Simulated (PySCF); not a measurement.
**ZnBr2: from structure and modes to constants**

Level of theory: PBE0 in PySCF with Zn def2-SVP, Br def2-SVP; no relativity; density-fitted integrals.

The singlet minimum has D∞h symmetry. Masses (u): Zn 63.92915, Br 78.91834.

```xyz
3
charge 0 multiplicity 1, angstrom
Zn    0.0000    0.0000    0.0000
Br    0.0000    0.0000    2.2302
Br    0.0000    0.0000   -2.2302
```

Harmonic wavenumbers (cm⁻¹): 80.9 (πu, ×2), 219.8 (σg+, ×1), 404.9 (σu+, ×1).

Q: What is the harmonic zero-point energy?

A: Half the sum of all 4 wavenumbers, 787/2 = 393 cm⁻¹, which is 4.7 kJ/mol (1 cm⁻¹ = 0.0119627 kJ/mol).

Q: Give the standard entropy (298.15 K, 1 bar) by its translational, rotational, vibrational and spin parts, and Cp.

A: Sackur–Tetrode with M = 221.77 u gives 176.2; rotation with symmetry number 2 gives 78.8; vibration 44.5; spin R ln 1 = 0.0. The total is 299.6 J/(mol K), and Cp = 7/2 R + 30.1 = 59.2 J/(mol K).

Q: Find the bond force constant k and the stretch–stretch coupling k′ of the valence force field.

A: For linear XMX, 4π²c²ω(σg)² = (k + k′)/mX and 4π²c²ω(σu)² = (k − k′)(1 + 2mX/mM)/mX. So k + k′ = 2.247 and k − k′ = 2.198 mdyn/Å, giving k = 2.222 and k′ = 0.025 mdyn/Å.

Stability towards spin polarisation was not tested.
